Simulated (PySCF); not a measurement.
# Atomic charges against the basis set

Compound: C2H7FOSi.
Numbering: `[OH:1][CH2:2][C@H:3]([F:4])[SiH3:5]` (hydrogens: H6 on O1; H7, H8 on C2; H9 on C3; H10, H11, H12 on Si5)

Geometry (PBE0-D3(BJ)/def2-SVP, Å), atoms numbered from 1 in this order:
```xyz
12
C2H7FOSi angstrom
O     -1.0938    1.3746   -0.5732
C     -1.2936    0.0231   -0.2660
C     -0.1452   -0.5525    0.5280
F     -0.1691    0.0240    1.8025
Si     1.5714   -0.1710   -0.2309
H     -0.9895    1.8415    0.2641
H     -2.2339   -0.1387    0.2997
H     -1.3851   -0.5219   -1.2192
H     -0.2835   -1.6425    0.6503
H      2.5989   -0.9822    0.4868
H      1.5586   -0.5566   -1.6740
H      1.9030    1.2724   -0.0770
```

PBE0 throughout (PySCF), one geometry, spherical d and f functions. Isolated species at its PBE0-D3(BJ)/def2-SVP geometry (one conformer only). The first 7 of 10 kinds of atom are listed.

Mulliken charges (e):

```json
{"basis": "STO-3G", "functions": "36", "O1": "-0.291", "C2": "-0.066", "C3": "-0.128", "F4": "-0.130", "Si5": "+0.529", "H6": "+0.202", "H7": "+0.069"}
{"basis": "6-31G", "functions": "63", "O1": "-0.596", "C2": "-0.102", "C3": "-0.157", "F4": "-0.344", "Si5": "+0.544", "H6": "+0.384", "H7": "+0.180"}
{"basis": "pcSseg-0", "functions": "63", "O1": "-0.662", "C2": "-0.110", "C3": "-0.405", "F4": "-0.375", "Si5": "+0.557", "H6": "+0.378", "H7": "+0.241"}
{"basis": "6-31G*", "functions": "88", "O1": "-0.629", "C2": "-0.114", "C3": "-0.013", "F4": "-0.352", "Si5": "+0.339", "H6": "+0.425", "H7": "+0.172"}
{"basis": "cc-pVDZ", "functions": "109", "O1": "-0.268", "C2": "+0.113", "C3": "+0.013", "F4": "-0.257", "Si5": "+0.234", "H6": "+0.154", "H7": "+0.041"}
{"basis": "def2-SVP", "functions": "109", "O1": "-0.330", "C2": "+0.165", "C3": "-0.049", "F4": "-0.290", "Si5": "+0.365", "H6": "+0.180", "H7": "+0.043"}
{"basis": "aug-cc-pVDZ", "functions": "182", "O1": "-0.474", "C2": "+0.808", "C3": "+0.679", "F4": "-0.527", "Si5": "-0.681", "H6": "+0.137", "H7": "-0.186"}
{"basis": "6-311+G(2d,p)", "functions": "185", "O1": "-0.368", "C2": "-0.124", "C3": "-0.191", "F4": "-0.265", "Si5": "+0.409", "H6": "+0.267", "H7": "+0.140"}
{"basis": "def2-TZVP", "functions": "203", "O1": "-0.444", "C2": "-0.030", "C3": "-0.031", "F4": "-0.234", "Si5": "+0.159", "H6": "+0.320", "H7": "+0.113"}
{"basis": "cc-pVTZ", "functions": "252", "O1": "-0.334", "C2": "-0.006", "C3": "+0.052", "F4": "-0.246", "Si5": "+0.148", "H6": "+0.214", "H7": "+0.080"}
{"basis": "IGLO-III", "functions": "254", "O1": "-0.430", "C2": "-0.100", "C3": "-0.103", "F4": "-0.279", "Si5": "+0.736", "H6": "+0.309", "H7": "+0.121"}
```

IAO charges (e):

| basis | functions | O1 | C2 | C3 | F4 | Si5 | H6 | H7 |
| --- | --- | --- | --- | --- | --- | --- | --- | --- |
| STO-3G | 36 | -0.339 | -0.154 | -0.231 | -0.154 | +0.620 | +0.243 | +0.117 |
| 6-31G | 63 | -0.524 | -0.092 | -0.109 | -0.315 | +0.436 | +0.352 | +0.139 |
| pcSseg-0 | 63 | -0.506 | -0.088 | -0.129 | -0.302 | +0.426 | +0.339 | +0.136 |
| 6-31G* | 88 | -0.532 | -0.056 | -0.098 | -0.324 | +0.561 | +0.351 | +0.126 |
| cc-pVDZ | 109 | -0.532 | -0.056 | -0.094 | -0.326 | +0.552 | +0.353 | +0.125 |
| def2-SVP | 109 | -0.530 | -0.052 | -0.098 | -0.327 | +0.574 | +0.350 | +0.123 |
| aug-cc-pVDZ | 182 | -0.557 | -0.059 | -0.094 | -0.342 | +0.555 | +0.366 | +0.133 |
| 6-311+G(2d,p) | 185 | -0.557 | -0.059 | -0.104 | -0.342 | +0.588 | +0.366 | +0.134 |
| def2-TZVP | 203 | -0.554 | -0.057 | -0.103 | -0.341 | +0.596 | +0.364 | +0.132 |
| cc-pVTZ | 252 | -0.552 | -0.058 | -0.100 | -0.339 | +0.580 | +0.364 | +0.132 |
| IGLO-III | 254 | -0.558 | -0.060 | -0.104 | -0.343 | +0.596 | +0.367 | +0.134 |

Hirshfeld charges (e):

```
        basis  functions      O1      C2      C3      F4     Si5      H6      H7
       STO-3G         36  -0.191  +0.043  -0.007  -0.103  +0.341  +0.123  +0.006
        6-31G         63  -0.229  +0.010  -0.018  -0.137  +0.266  +0.167  +0.036
     pcSseg-0         63  -0.228  +0.003  -0.015  -0.133  +0.295  +0.163  +0.034
       6-31G*         88  -0.219  +0.007  -0.021  -0.123  +0.269  +0.167  +0.035
      cc-pVDZ        109  -0.206  -0.008  -0.030  -0.111  +0.288  +0.163  +0.034
     def2-SVP        109  -0.214  -0.007  -0.026  -0.119  +0.298  +0.165  +0.035
  aug-cc-pVDZ        182  -0.216  -0.018  -0.039  -0.121  +0.299  +0.161  +0.042
6-311+G(2d,p)        185  -0.218  -0.015  -0.037  -0.127  +0.303  +0.164  +0.041
    def2-TZVP        203  -0.217  -0.015  -0.036  -0.121  +0.296  +0.165  +0.040
      cc-pVTZ        252  -0.213  -0.015  -0.035  -0.117  +0.292  +0.164  +0.039
     IGLO-III        254  -0.218  -0.019  -0.036  -0.122  +0.296  +0.162  +0.041
```

ESP-fitted charges (e):

```tsv
basis	functions	O1	C2	C3	F4	Si5	H6	H7
STO-3G	36	-0.452	+0.051	+0.001	-0.123	+0.290	+0.316	+0.036
6-31G	63	-0.686	+0.155	+0.046	-0.259	+0.280	+0.466	+0.050
pcSseg-0	63	-0.696	+0.184	-0.018	-0.251	+0.326	+0.463	+0.052
6-31G*	88	-0.573	+0.079	+0.021	-0.197	+0.227	+0.414	+0.043
cc-pVDZ	109	-0.534	+0.078	+0.058	-0.211	+0.184	+0.391	+0.036
def2-SVP	109	-0.562	+0.109	+0.037	-0.218	+0.226	+0.401	+0.035
aug-cc-pVDZ	182	-0.542	+0.038	+0.064	-0.227	+0.209	+0.391	+0.052
6-311+G(2d,p)	185	-0.568	+0.039	+0.075	-0.236	+0.204	+0.409	+0.054
def2-TZVP	203	-0.552	+0.040	+0.070	-0.225	+0.209	+0.403	+0.050
cc-pVTZ	252	-0.535	+0.043	+0.047	-0.213	+0.220	+0.392	+0.048
IGLO-III	254	-0.543	+0.030	+0.046	-0.220	+0.220	+0.395	+0.054
```

Q: Which scheme is steadiest as the basis changes?

A: Largest range over the bases for any column: Hirshfeld 0.08 e, IAO 0.22 e, ESP-fitted 0.24 e, Mulliken 1.42 e. Hirshfeld charges move least and Mulliken charges most, counted in e. Without the minimal STO-3G basis the ranges are Hirshfeld 0.04, IAO 0.17, ESP-fitted 0.16, Mulliken 1.42 e.

Q: How much do the charges still move between the two largest bases, cc-pVTZ and IGLO-III?

A: At most, over all atoms: Mulliken 0.588 e, IAO 0.015 e, Hirshfeld 0.006 e, ESP-fitted 0.013 e.

Q: What do the same runs give for the total energy, the frontier levels and the dipole moment?

A: 
```
        basis  energy (Eh)  HOMO (eV)  LUMO (eV)  μ (D)
       STO-3G    -537.7902      -4.13       7.56   0.78
        6-31G    -544.4328      -7.95       1.16   1.47
     pcSseg-0    -543.6035      -8.01       1.04   1.46
       6-31G*    -544.5291      -7.86       1.14   1.19
      cc-pVDZ    -544.5701      -7.90       1.11   1.08
     def2-SVP    -544.2775      -8.00       1.07   1.13
  aug-cc-pVDZ    -544.5984      -8.18      -0.18   1.21
6-311+G(2d,p)    -544.6560      -8.21       0.01   1.23
    def2-TZVP    -544.6787      -8.16       0.60   1.16
      cc-pVTZ    -544.6699      -8.11       0.71   1.13
     IGLO-III    -544.6864      -8.18       0.44   1.20
```

The dipole is fixed by the density alone, so its range of 0.69 D shows that the density itself changes with the basis, not only its division among atoms.
